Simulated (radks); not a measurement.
Numerical settings for the manganese ion Mn+, [Ar] 3d5 4s1. Method: Dirac Kohn-Sham, BLYP, spin-unpolarised, spherical densities, point nucleus; open shells fill j = l - 1/2 first; computed with a radial shooting solver on a logarithmic mesh with Libxc functionals. The defaults (mesh step 0.008 in ln r, mesh end at 40 bohr or more with all orbitals vanishing there, Anderson mixing 0.5 over 9 steps, residual threshold near 1e-9 with the energy settled to 1e-9 hartree or 1e-11 of itself, here a cap of 82 iterations) give E = -1158.3265 hartree and 4s1/2 at -11.942 eV in 15 iterations. Run on one thread of a shared host, so times are rough (Arm Neoverse V2): 0.09 s of CPU time, 0.09 s wall, 15 iterations on 2546 mesh points. One setting is changed at a time: mesh step in ln r 0.003; mesh step in ln r 0.2; mesh step in ln r 0.012; mesh end (bohr) 20; mesh end (bohr) 3; residual threshold 0.01; residual threshold 1e-05; mixing 2.5; linear mixing, mixing 0.8; linear mixing, mixing 1; mixing history 20; iteration cap 3. Which runs fail to converge, and which converge to a wrong energy?

Answer. Not converged within the cap: mesh step in ln r 0.2; linear mixing, mixing 0.8; linear mixing, mixing 1; iteration cap 3. Settled on a wrong energy, with an occupied level pushed above zero by the early mesh end: mesh end (bohr) 3 (+0.79 hartree). Apart from these: no run marked as converged misses the energy by more than 1 mhartree.
